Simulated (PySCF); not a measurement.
SnHI, SMILES [SnH][I] (connectivity only; charge and spin as stated), neutral, multiplicity 1.

Geometry: B3LYP-D3(BJ)/def2-TZVP. The def2 effective core potentials stand for the cores of I, Sn; spin–orbit coupling is left out.

These are PySCF with TDA-M06-2X/def2-TZVPD values and carry that method's errors.

Vertical excitations.  State labels are in the subgroup Cs.

Computed excitation energies, oscillator strengths and character:
```
state  symmetry  energy (eV)  λ (nm)      f                                                main pairs
-----  --------  -----------  ------  -----  --------------------------------------------------------
S1           A"         2.53     491  0.015                                            HOMO→LUMO 96 %
S2           A"         3.69     336  0.007                                          HOMO−2→LUMO 97 %
S3           A'         4.14     299  0.011                                          HOMO−1→LUMO 84 %
S4           A"         4.38     283  0.000                                          HOMO−3→LUMO 97 %
S5           A'         4.61     269  0.121                                          HOMO→LUMO+1 81 %
S6           A"         5.48     226  0.009                                        HOMO−1→LUMO+1 93 %
S7           A'         5.70     218  0.152  HOMO−2→LUMO+1 64 %, HOMO→LUMO+2 17 %, HOMO−3→LUMO+1 13 %
S8           A'         5.89     210  0.091                      HOMO→LUMO+2 72 %, HOMO−2→LUMO+1 11 %
S9           A'         6.59     188  0.107                        HOMO→LUMO+3 51 %, HOMO→LUMO+6 34 %
S10          A"         6.85     181  0.014                      HOMO→LUMO+4 64 %, HOMO−1→LUMO+2 29 %
T1           A"         1.52     816      0                                            HOMO→LUMO 82 %
T2           A"         3.42     363      0                                          HOMO−2→LUMO 85 %
T3           A'         3.48     357      0                                          HOMO−1→LUMO 95 %
T4           A'         3.65     340      0                                          HOMO→LUMO+1 74 %
```
Triplets are in the Tamm–Dancoff approximation.
